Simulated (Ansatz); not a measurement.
CH7NSi3, SMILES `[SiH3][SiH]1C=N[SiH2]1`, relaxed with RKS PBE-D4/def2-SVP in Ansatz from a rough embedded geometry. The force threshold is 0.03 eV/Å; the program also tests the step.

Charge 0, multiplicity 1.

Start:

```xyz
12

Si   -1.919   -0.110   -0.317
Si    0.106   -0.816    0.029
C     0.879    0.027    1.431
N     1.823    0.819    1.011
Si    1.594    0.584   -0.767
H    -2.942   -0.753    0.629
H    -2.101    1.371   -0.095
H    -2.401   -0.398   -1.658
H     0.327   -2.335   -0.057
H     0.706   -0.161    2.522
H     1.085    1.792   -1.421
H     2.842   -0.020   -1.307
```

(1) By how much does the energy fall, and how many steps does the optimiser take? (Best estimate.)

(2) Which bonds change most? (An estimate is asked.)

(3) Give the relaxed structure. (Best estimate.)

Results:

(1) Ansatz gave: 16.68 kcal/mol, in 6 steps.

(2) Ansatz gave: Si1–Si2 from 2.173 to 2.354 Å; Si2–Si5 from 2.192 to 2.360 Å; Si2–C3 from 1.809 to 1.947 Å; Si1–H8 from 1.454 to 1.506 Å.

(3) Ansatz gave: 
```xyz
12

Si   -2.156   -0.157   -0.297
Si    0.074   -0.857   -0.018
C     0.968    0.010    1.479
N     1.838    0.870    1.045
Si    1.758    0.620   -0.760
H    -3.071   -0.818    0.702
H    -2.222    1.334   -0.104
H    -2.637   -0.488   -1.686
H     0.183   -2.360   -0.129
H     0.797   -0.107    2.577
H     1.415    1.878   -1.512
H     3.054    0.076   -1.297
```
